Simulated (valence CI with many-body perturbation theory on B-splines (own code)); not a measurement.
# Valence orbitals of Ta LII

Computed by configuration interaction combined with many-body perturbation theory (CI+MBPT): four valence electrons over a frozen Dirac-Fock core [Ar], radial functions for each j: 7 s, 7 p, 8 d, 6 f, 4 g, 1 h, with the one-electron correlation potential Σ1 (screened to all orders), the two-electron term Σ2, the three-electron term Σ3, Breit, model QED; selected single and double excitations, second order for the rest, scaled by the run's own slope (own B-spline code, finite nucleus).

The last digits are not significant, and no measured levels were compared; by estimate large intervals hold to a few tenths of a per cent, small ones and those within an open d or f shell to about a per cent. Excitations out of the core, of the other parity, are not computed and may begin above about 236 eV (a cautious bound); beyond it only levels of the ground parity were kept, without lifetimes. Only levels of the ground parity were solved; by the run's estimate the other parity begins above the list, which can be wrong where configurations are misplaced.

These are the spectroscopic orbitals of the CI (the correlating ones are not listed), shaped by the core and the other valence electrons. h is the expectation value of the core's Dirac-Fock operator, without the valence repulsion; Σ1 is computed up to l = 3 at one energy for each symmetry, that of its lowest orbital but kept below the first core excitation, so for empty shells it is not the orbital's own correlation shift; Breit and QED include the response of the core.

```tsv
Orbital	h (hartree)	Σ1 (cm⁻¹)	Breit (cm⁻¹)	QED (cm⁻¹)	⟨r⟩ (bohr)
4s1/2	-113.77	-8285	15099	11655	0.3757
5s1/2	-69.959	-3196	7286	5749	0.6102
6s1/2	-47.359	-1608	3991	3216	0.9037
4p1/2	-110.7	-11083	24118	438	0.3692
5p1/2	-68.434	-4018	11885	231	0.6071
6p1/2	-46.496	-1978	6585	133	0.9041
4p3/2	-106.2	-10196	14002	1471	0.3862
5p3/2	-66.236	-3875	6976	747	0.6282
6p3/2	-45.261	-1942	4251	425	0.9294
3d3/2	-189.59	-21969	30551	-2135	0.1688
4d3/2	-101.98	-10997	11574	-611	0.3636
5d3/2	-64.197	-4227	5640	-277	0.6131
3d5/2	-186.87	-19839	16314	-623	0.1726
4d5/2	-100.95	-10398	6171	-76.3	0.3681
5d5/2	-63.68	-3947	2977	-14.5	0.6187
4f5/2	-97.159	-28033	1816	-452	0.3266
5f5/2	-61.928	-10918	793	-212	0.5826
4f7/2	-96.777	-22048	73.9	-222	0.3287
5f7/2	-61.724	-8602	98.3	-94.8	0.5850
5g7/2	-60.691		163	-64.3	0.5225
5g9/2	-60.593		-40.5	-6.1	0.5238
```

Among the shells of the start configuration 3d4, Σ1 is largest in size for 3d3/2, where it is 0.053 % of h.

Lowest root of each symmetry, sizes in configuration state functions:

```
J  Parity  Roots  Reference  Variational  Second order  Change by selected CI (cm⁻¹)  Change by second order (cm⁻¹)
0    even      5         37         4280         10899                        -12744                             -1
1    even      4         93        10613         14890                        -10713                             -1
2    even      8        133        16335         21022                        -12353                             -1
3    even      6        136        17320         25020                        -12720                             -2
4    even      7        121        17310         40042                        -12078                             -2
5    even      2         88        13118          2721                        -10870                             -3
6    even      2         56        10398          1558                        -11080                             -2
```
